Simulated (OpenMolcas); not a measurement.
# neutral silicon: effect of the active space

```json
{
  "Program": "OpenMolcas",
  "Method": "CASSCF or its RAS form",
  "Basis": "ANO-RCC-VQZP",
  "Scalar Hamiltonian": "DKH2, point nucleus",
  "Spin-orbit coupling": "state interaction with AMFI integrals over the reference wave functions, term energies averaged over their components"
}
```

A. 2 electrons in 3 orbitals (3p); 2S+1 = 3 even, 3 roots; 2S+1 = 1 even, 6 roots; cost of the order of 1.8 core-seconds
B. 4 electrons in 4 orbitals (3s 3p); 2S+1 = 3 even, 3 roots; 2S+1 = 1 even, 6 roots; 2S+1 = 5 odd, 1 root; 2S+1 = 3 odd, 8 roots; cost about 8 core-seconds
C. 4 electrons in 8 orbitals (3s 3p 4s 4p); 2S+1 = 3 even, 3 roots; 2S+1 = 1 even, 6 roots; 2S+1 = 5 odd, 1 root; 2S+1 = 3 odd, 8 roots; cost roughly 11 core-seconds
D. 2 electrons in 9 orbitals (RAS2 3p; RAS3 3d 4s, at most 1 electron); 2S+1 = 3 even, 3 roots; 2S+1 = 1 even, 6 roots; 2S+1 = 3 odd, 18 roots; 2S+1 = 1 odd, 8 roots; cost about 13 core-seconds
E. 4 electrons in 9 orbitals (RAS2 3s 3p; RAS3 3d, at most 2 electrons); 2S+1 = 3 even, 3 roots; 2S+1 = 1 even, 6 roots; 2S+1 = 5 odd, 1 root; 2S+1 = 3 odd, 8 roots; 2S+1 = 1 odd, 5 roots; cost of the order of 18 core-seconds

Energies in cm-1 above 3s2 3p2 3P0, the measured ground level; measured values from NIST Handbook of Basic Atomic Spectroscopic Data.

```tsv
Level	A	B	C	D	E	Measured
3s2 3p2 3P0	0.0	0.0	0.0	0.0	0.0	0.0
3s2 3p2 3P1	66.4	66.3	62.1	66.4	66.8	77.1
3s2 3p2 3P2	195	194	181	195	196	223
3s2 3p2 1D2	8736	8841	8236	8736	8692	6299
3s2 3p2 1S0	21305	15555	14140	21305	19434	15394
```

Deviations, from unrounded energies. A percentage is the sum of absolute deviations over the sum of measured energies, with the sign that they share, or ± where signs differ.

```
                        Against measurement  Levels      A      B      C      D      E
             mean absolute deviation (cm-1)       4   2100    690    810   2100   1600
      fine structure of the ground term (%)       2  -12.9  -13.4  -19.0  -12.9  -12.5
other terms of the ground configuration (%)       2  +38.5  +12.5  ±14.7  +38.5  +29.7
```

B lies closest to measurement on these levels and A furthest from it. The largest miss of B in the table is 3s2 3p2 1D2, by +2500 cm-1. The ranking rests on the paired levels alone, and a cruder setting can come out closer through cancelling errors.

Among A to E the level of the table that moves most is 3s2 3p2 1S0, by 7200 cm-1 (lowest in C, highest in A).

Without dynamic correlation excited terms often stand tens of per cent too high (terms of higher spin than the ground term too low), and those without a measured partner can miss by more than the paired ones. With the s shell closed, the reference lacks s² → p² mixing (holds for A; D). Active for correlation alone: 4p 4s; no level in the range computed is led by a configuration that fills them, so any true level of that kind is missing (holds for C). The run also gave levels led by 3s2 3p 3d, which use shells meant for correlation; these and all levels above them are left out (holds for E). Computed and measured levels are paired by configuration, term and J; levels that our copy of the source lacks, or whose pairing is in doubt (as where it misses far off the trend of its configuration), stay unpaired and out of the deviations. Levels of configurations outside the active space are missing. Levels that lie high or do not pair safely by name in every column are left out.
